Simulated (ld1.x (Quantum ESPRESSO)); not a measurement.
# Before and after: TM potential for Tl

thallium, norm-conserving Troullier–Martins (Kleinman–Bylander form), made with ld1.x (Quantum ESPRESSO) 7.5 (LDA (PZ), scalar-relativistic). Core [Xe] 4f14 5d10, reference 6s2 6p0 (charge +1). Waves: 6p (bound, empty): rc 1.90 bohr; 6s (bound): rc 2.20 bohr. Local part: the s channel. Core correction: Bessel-smoothed model core inside 1.65 bohr.

Change: local potential all-electron potential smoothed inside 1.75 bohr (lloc = -1).

Cutoffs: the cutoffs (Ry, on a coarse ladder) from which the occupation-weighted sum of valence levels, in a spherical-Bessel basis at the reference potential, stays within 10 and 1 mRy of its value at 400 Ry; they do not see the model core or the augmentation charge, which bear on the density cutoff. Errors are all-electron minus pseudo energies relative to the spin-unpolarised reference configuration.

**Question.** Predict the effect on cutoff, ghosts and configuration errors.

**Answer.** The potential gets neither clearly harder nor softer (18 Ry and 30 Ry → 18 Ry and 30 Ry); the bound ghosts move from d, p to d, p, s; of the 9 tests that both files solve, the error grows in 0 and shrinks in 6 by more than 15 % and 0.3 meV (median size 30.6 → 15.3 meV); the range in which the p phases agree narrows (upper end 3.1 → -0.5). In the separable form a ghost depends on how the local part lies against the semilocal potential of the channel, so the choice of the local part can create or remove one.

| quantity | base | changed |
| --- | --- | --- |
| cutoff, loose | 18 Ry | 18 Ry |
| cutoff, tight | 30 Ry | 30 Ry |
| bound ghosts | p, d | s, d, p |
| error for 6s2 6p1, meV [ΔE -5.41 eV] | -23 | -13 |
| error for 6s1 6p0, meV [ΔE 21.20 eV] | -214 | -217 |
| error for 6s2 6p0.5, meV [ΔE -3.44 eV] | -8.0 | -5.7 |
| error for 6s2 6p1.3, meV [ΔE -5.96 eV] | -31 | -15 |
| error for 6s1 6p1, meV [ΔE 8.38 eV] | -40 | -26 |
| error for 6s1 6p2, meV [ΔE 2.07 eV] | -10 | -9.7 |
| error for 6s0 6p3, meV [ΔE 9.99 eV] | -75 | -54 |
| error for 6s2 6p1 (spin-polarised), meV [ΔE -5.52 eV] | -25 | -12 |
| error for 6s1 6p0 (spin-polarised), meV [ΔE 21.01 eV] | -224 | -226 |
| s: phases at 2.40 bohr within 0.05 rad from the reference energy up to (Ry; the scan ends near 5) | 2.8 | 3.3 |
| p: phases at 2.40 bohr within 0.05 rad from the reference energy up to (Ry; the scan ends near 5) | 3.1 | -0.5 |

Base: The cutoffs count occupied waves only; the empty 6p level needs 30 Ry at the loose tolerance. A true bound ghost makes a file unfit for plane-wave use even where its test errors are small: the radial tests pick states by their node count and pass the ghost by.
